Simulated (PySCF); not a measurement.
A calculated (LDA, PySCF 2.14, pcseg-2, no relativity, point nucleus) atom or ion has these occupied shells.

| shell | electrons | orbital energy (eV) | rms radius, mean of both spins (bohr) |
| --- | --- | --- | --- |
| 1s | 2 | -3915.6 | 0.0898 |
| 2s | 2 | -409.25 | 0.400 |
| 2p | 6 | -334.09 | 0.366 |
| 3s | 2 | -46.422 | 1.25 |
| 3p | 6 | -28.040 | 1.39 |
| 4s | 2 | -3.850 | 4.29 |

(1) Name the element and its charge.

## Answers

(1) Ca (calcium, neutral), in [Ar] 4s2, closed-shell 1S.
